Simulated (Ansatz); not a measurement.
Input file for Ansatz (a program for electronic structure): U-r2SCAN/def2-TZVPP on GeH3I (SMILES [GeH3][I]), a point of a bond scan (R = 1.226 Å). Elements past Kr take the def2 small-core potentials; no spin–orbit coupling.

Ansatz 0.2 input:
```yaml
crystal:
  periodic: [false, false, false]
  atoms:
    - {symbol: Ge, position_ang: [-1.51348008, -0.02835708, -0.00004782]}
    - {symbol: I, position_ang: [1.02558411, 0.01921569, 0.00003240]}
    - {symbol: H, position_ang: [-1.86412903, -1.01940561, -0.63180401]}
    - {symbol: H, position_ang: [-1.97362434, -0.10568289, 1.46032032]}
    - {symbol: H, position_ang: [-1.99917948, 1.26184539, -0.67076445]}
basis:
  gaussian:
    orbitals: def2-TZVPP
hamiltonian:
  xc: {name: r2SCAN}
magnetization: {spin_polarized: true, initial_magnetization: 0}
```

Output:

```
WARN ansatz: RAYON_NUM_THREADS=1 ignored (pool sized by the plan → 1); use --threads N
Functional definition: r2SCAN
integrals: 0.06 GiB planned
902 factors; their error is unknown
mean field: 0.55 GiB planned
mean field evaluation 1: about -64670.0420 eV, gradient 1.4e1 eV
mean field evaluation 2: about -64670.3045 eV, gradient 1.4e1 eV
mean field evaluation 4: about -64670.6462 eV, gradient 8.2e-1 eV
mean field evaluation 8: about -64670.6336 eV, gradient 1.0e-2 eV
mean field evaluation 16: about -64670.6336 eV, gradient 3.4e-5 eV
mean field -64670.63364621 eV, -2376.6019511683 hartree, gradient 3.4e-5 eV, S^2 0.000000; 0 other end points of the search recorded, 0 dependent functions left out
reference -64670.63365836 eV, -2376.6019516150 hartree; 30, 30 occupied and 110, 110 virtual orbitals, 902 factors
Total energy: -64670.63365836 eV, -2376.6019516150 hartree
```

The calculation finished and met its thresholds.

Cost: roughly 5 core-seconds.
